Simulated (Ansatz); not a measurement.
Born–Oppenheimer molecular dynamics of ClH$_{3}$Sn (5 atoms, charge 0, multiplicity 1). It goes on from the last frame of an earlier run, with new velocities.

All numbers below come from RKS B3LYP-D4/def2-SVP (Ansatz 0.2.0).

```
ensemble        : NVT, Nosé–Hoover chain
time step       : 0.5 fs
steps asked     : 150
set temperature : 300 K
thermostat      : time constant 1 fs, chain length 1
seed            : 513671
```

First frame:

```xyz
5
Properties=species:S:1:pos:R:3
Sn 0.011 -0.004 -0.048
Cl -0.017 0.008 2.292
H 1.604 0.082 -0.632
H -0.923 1.395 -0.215
H -0.995 -1.378 -0.334
```

Question: How far do the bonds stretch over the last three quarters of this one trajectory? (Pairs bonded in most of those frames.)

Answer: 
```
   bond  mean (Å)  spread (Å)  shortest  longest
Sn1–Cl2     2.410       0.024      2.35     2.44
 Sn1–H3     1.718       0.026      1.67     1.76
 Sn1–H4     1.724       0.063      1.62     1.83
 Sn1–H5     1.715       0.014      1.68     1.74
```

Mean temperature of the second half: 301 K. The conserved energy stayed within 0.14 meV per atom of its start (net change 0.022 meV per atom), so the integration is sound. A run of 0.075 ps of so small a system gives no equilibrium averages.

Time of the run: 4.6 min on 1 thread of Arm Neoverse V1 (shared host), peak memory 0.11 GiB.
